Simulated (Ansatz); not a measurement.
Reaction (ligand exchange at a Te–C bond): `SC[TeH]` + `N[AsH2]` → `N[AsH][TeH]` + CH₃SH

Calculated with Ansatz (gas phase, PBE0-D4/def2-TZVP geometries, no zero-point term in ΔE). CCSD(T)/CBS is the MP2 limit (def2-TZVPP, def2-QZVPP) plus CCSD(T) − MP2 in def2-TZVPP, frozen cores. This one scheme is used for every species. Functionals use def2-TZVPP. def2 core potentials past Kr. For As, Te outer-core shells are correlated without core-valence functions, which leaves a few kJ/mol of doubt a bond. Scalar relativity is left out up to krypton. Each species was taken in one conformer, which may not be the lowest.

```csv
level,ΔE (kJ/mol)
ωB97X-V,-102.5
r2SCAN,-113.5
CCSD/def2-TZVPP,-98.4
MP2/CBS(def2),-104.5
```

What does CCSD(T)/CBS give? (An estimate is asked.)

The calculation gave: -102.4 kJ/mol. The listed levels differ from it by -0.1, -11.1, 4.0, -2.1 kJ/mol.

Largest T1 diagnostic among the species: 0.012.

Leaving LDA and LC-ωPBE aside and taking each functional with its dispersion term where it has one, the values, not all of them listed here, spread over 11.2 kJ/mol, from r2SCAN0-D4 to B97M-V. LDA lies +4.2 kJ/mol from PBE without D4. In def2-TZVPP, CCSD(T) changes the Hartree–Fock value by +11.2 kJ/mol (the triples alone add +0.1 kJ/mol) and MP2 by +9.1 kJ/mol.
